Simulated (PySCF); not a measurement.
# Ionisation energy of Ar²⁺ by level of theory

Ar²⁺ [Ne] 3s2 3p4 (3P) → Ar³⁺ [Ne] 3s2 3p3 (4S), as a difference of total energies. All numbers are calculated (PySCF 2.14, the non-relativistic Hamiltonian (point nucleus), in def2-QZVPPD (10s7p5d2f1g, 79 functions)). Correlated levels: valence: [Ne] frozen; valence and next inner shell: 1s2 frozen. The calculations carry no spin-orbit coupling.

| method | ionisation energy (eV) | plus first-order spin-orbit estimate | difference from reference of that sum (eV) |
| --- | --- | --- | --- |
| UHF | 39.393 | 39.455 | -1.280 |
| LDA | 40.848 | 40.910 | +0.175 |
| PBE | 40.720 | 40.782 | +0.047 |
| PBE0 | 40.720 | 40.782 | +0.047 |
| r2SCAN | 40.686 | 40.748 | +0.013 |
| PW91 | 40.820 | 40.882 | +0.147 |
| B97-3 | 40.816 | 40.877 | +0.142 |
| revPBE | 40.684 | 40.746 | +0.011 |
| wB97M-V | 40.659 | 40.721 | -0.014 |
| MP2 (valence) | 40.328 | 40.390 | -0.345 |
| SCS-MP2 (valence) | 40.441 | 40.503 | -0.232 |
| MP2 (valence and next inner shell) | 40.352 | 40.414 | -0.321 |
| SCS-MP2 (valence and next inner shell) | 40.456 | 40.518 | -0.217 |

Reference: 40.735 ± 0.012 eV (semi-empirical (NIST evaluation); NIST Atomic Spectra Database, ionization energies).

A first-order spin-orbit estimate (lowest level to lowest level, LS coupling) adds 0.062 eV.

Errors of the correlated levels include the incompleteness of this basis and the frozen core.
